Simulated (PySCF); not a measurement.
Zn(OH) (HOZn), SMILES [OH][Zn+], charge +1.

The structure is a stationary point at B3LYP-D3(BJ)/def2-TZVP. The spin state was assumed, not searched. The isomer is the one that the SMILES or the coordinates give; other isomers of the formula were not compared.

Calculation: PBE/def2-TZVPD in PySCF.

```json
{
 "total_energy": "-1854.57098 hartree",
 "point_group": "Cs",
 "highest_occupied_level": "-13.54 eV",
 "lowest_empty_level": "-12.01 eV",
 "orbital_gap": "1.53 eV",
 "dipole_moment_about_the_centre_of_nuclear_charge": "3.38 D",
 "mean_static_polarisability": "23.2 bohr³ (3.44 Å³)",
 "polarisability_principal_values": "16.9, 18.1, 34.7 bohr³"
}
```
